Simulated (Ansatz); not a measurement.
```yaml
crystal:
  periodic: [false, false, false]
  atoms:
    - {symbol: Cl, position_ang: [-1.044019, -1.744467, 1.320906]}
    - {symbol: C, position_ang: [-0.269916, -0.234178, 0.857391]}
    - {symbol: C, position_ang: [0.944296, -0.329757, -0.102104]}
    - {symbol: Si, position_ang: [-0.516571, 0.539571, -0.792778]}
    - {symbol: Cl, position_ang: [-0.533663, 2.570023, -0.961350]}
    - {symbol: H, position_ang: [-0.111508, 0.396473, 1.725711]}
    - {symbol: H, position_ang: [1.840757, 0.187768, 0.224652]}
    - {symbol: H, position_ang: [1.148320, -1.325155, -0.487068]}
    - {symbol: H, position_ang: [-1.369296, -0.106479, -1.802661]}
basis:
  gaussian: {orbitals: STO-3G}
total_charge: 3
magnetization: {spin_polarized: true, initial_magnetization: 1}
hamiltonian: {xc: {name: revPBE}, dispersion: d3bjatm}
output: {forces: true}
```

```sh
$ ansatz run in.yaml --threads 4 --pin off --events-out ev --progress --plain --max-ram 10444MiB
```

Output, abridged:

```
Functional definition: revPBE
481 factors; integrals over basis functions are off by at most 5.4e-5 eV
mean field evaluation 1: about -34605.3855 eV, gradient 3.6e1 eV
mean field evaluation 2: about -34496.2078 eV, gradient 1.0e2 eV
mean field evaluation 4: about -34600.9997 eV, gradient 3.6e1 eV
mean field evaluation 8: about -34621.5487 eV, gradient 6.3e0 eV
mean field evaluation 16: about -34621.9615 eV, gradient 1.2e-5 eV
mean field -34621.96154536 eV, -1272.3336191835 hartree, gradient 1.2e-5 eV, S^2 0.765742; 10 other end points of the search recorded, 0 dependent functions left out
reference -34621.96157766 eV, -1272.3336203706 hartree; 31, 30 occupied and 10, 11 virtual orbitals, 481 factors
Total energy: -34622.57548362 eV, -1272.3561809986 hartree
Atom 0 at    -1.044019    -1.744467     1.320906 Å, force    -0.935061    -0.793852     0.355690 eV/Å
Atom 1 at    -0.269916    -0.234178     0.857391 Å, force     2.633778    -3.821418     2.766948 eV/Å
Atom 2 at     0.944296    -0.329757    -0.102104 Å, force     0.302651    -1.901429     2.689586 eV/Å
Atom 3 at    -0.516571     0.539571    -0.792778 Å, force    -2.900245     2.344130    -5.940424 eV/Å
Atom 4 at    -0.533663     2.570023    -0.961350 Å, force     0.036821     2.509021    -0.061976 eV/Å
Atom 5 at    -0.111508     0.396473     1.725711 Å, force    -0.283847     2.028488     1.898812 eV/Å
Atom 6 at     1.840757     0.187768     0.224652 Å, force     1.718489     1.904066     0.444454 eV/Å
Atom 7 at     1.148320    -1.325155    -0.487068 Å, force     0.156064    -1.737863    -1.464953 eV/Å
Atom 8 at    -1.369296    -0.106479    -1.802661 Å, force    -0.728651    -0.531143    -0.688136 eV/Å
Dipole moment:     0.374417    -0.322437    -0.113111 e Å
```

Task: Something in this input is off. What?

Result: The charge is far from anything that the molecule holds. The calculation finished and met its thresholds. The result belongs to that input, not to the molecule as meant.
